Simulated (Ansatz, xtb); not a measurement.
System: PO, net charge 0, doublet state. 
Structure (B3LYP-D3(BJ)/def2-TZVP (Ansatz, a quantum-chemistry and plane-wave program) minimum search):
```
P
O 1 1.4798
```
Charge 0, spin multiplicity 2.

Harmonic wavenumbers from GFN2-xTB (xtb, at its own minimum), cm⁻¹: 1319.

Give the harmonic wavenumbers at B3LYP-D3(BJ)/def2-TZVP (Ansatz, finite differences of forces, unscaled).

1259 cm⁻¹. Zero-point energy 1.8 kcal/mol.

From these and the geometry, give the ideal-gas thermochemistry at 298.15 K and 1 atm (rigid rotor, harmonic oscillator).

Point group C∞v, rotational symmetry number 1. Rotational constants 21.88, 21.88 GHz. S(trans) 37.47, S(rot) 13.21, S(vib) 0.03, S(elec, spin only) 1.38, S 52.1 cal/(mol K). H(298) - H(0) 2.08 kcal/mol; G - E(el) -11.6 kcal/mol.
